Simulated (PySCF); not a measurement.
A GIAO shielding run with PySCF 2.14.0 with density-fitted response routines (density fitting, non-relativistic, gas phase) on `C=C=C(C#C[SiH2]C)C(C)=S`, C$_{8}$H$_{10}$SSi:

```
$ OMP_NUM_THREADS=1 python probes_run.py task.json out

{"job": {"kind": "nmr", "xc": "PBE0", "basis": "pcSseg-1"}, "charge": 0, "multiplicity": 1}
C     -1.975976    -3.009236     0.006589
C     -1.764457    -1.741722     0.050706
C     -1.550644    -0.435719     0.092850
C     -0.215222     0.043691    -0.001992
C      0.914976     0.464260    -0.081637
Si     2.649617     1.090602    -0.212916
C      3.802314    -0.413722    -0.287119
C     -2.632271     0.526853     0.229610
C     -2.254714     1.967935     0.240140
S     -4.193019     0.053599     0.362701
H     -1.997284    -3.616060     0.898662
H     -2.149548    -3.526689    -0.924409
H      2.928337     1.909533     0.973590
H      2.751078     1.889983    -1.440494
H      3.688840    -1.041328     0.592686
H      4.843434    -0.107874    -0.343032
H      3.590977    -1.028438    -1.157934
H     -1.749081     2.228301    -0.690949
H     -3.138676     2.588881     0.359988
H     -1.553832     2.167829     1.051749
```

Hardware: 1 thread of an Arm Neoverse V2, shared host. The job also computes population analyses, field gradients.

(1) How large is the calculation?

(2) How long does it take, and how much memory does it need?

Results:

(1) 88 electrons, 234 basis functions and 1254 auxiliary functions.

(2) 68 s of wall time, with 16 SCF cycles and 6 response iterations; peak memory 1.1 GiB. Times on a shared host scatter by some tens of per cent.
